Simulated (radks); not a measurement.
Task: Species: Eu. Configuration: [Xe] 4f7 6s2. All-electron calculation, Dirac Kohn-Sham, PBE, spin-unpolarised, spherical densities, point nucleus; open shells fill j = l - 1/2 first. Program: a radial shooting solver on a logarithmic mesh with Libxc functionals. Some entries of the table are withheld. Estimate them.

orbital,occ.,eigenvalue (eV),<r^2> (bohr^2)
1s1/2,2,-48321.54,0.0006791
2s1/2,2,(1),0.01062
2p1/2,2,(2),0.007724
2p3/2,4,(3),0.008963
3s1/2,2,-1744.772,0.07106
3p1/2,2,-1568.945,0.06632
3p3/2,4,-1436.840,0.07345
3d3/2,4,-1132.849,0.05886
3d5/2,6,-1104.107,0.06086
4s1/2,2,-346.1770,(4)
4p1/2,2,-278.2837,0.3820
4p3/2,4,-249.1525,0.4214
4d3/2,4,(5),0.4882
4d5/2,6,(6),0.5041
5s1/2,2,-44.5228,2.152
5p1/2,2,-26.3835,(7)
5p3/2,4,-22.5991,(8)
6s1/2,2,-3.6194,20.76
4f5/2,6,-2.8742,1.330
4f7/2,1,-2.2622,1.416

Result: 
(1) 2s1/2 eigenvalue (eV): -7930.622
(2) 2p1/2 eigenvalue (eV): -7523.181
(3) 2p3/2 eigenvalue (eV): -6875.120
(4) 4s1/2 <r^2> (bohr^2): 0.3619
(5) 4d3/2 eigenvalue (eV): -137.4711
(6) 4d5/2 eigenvalue (eV): -132.2468
(7) 5p1/2 <r^2> (bohr^2): 2.783
(8) 5p3/2 <r^2> (bohr^2): 3.155
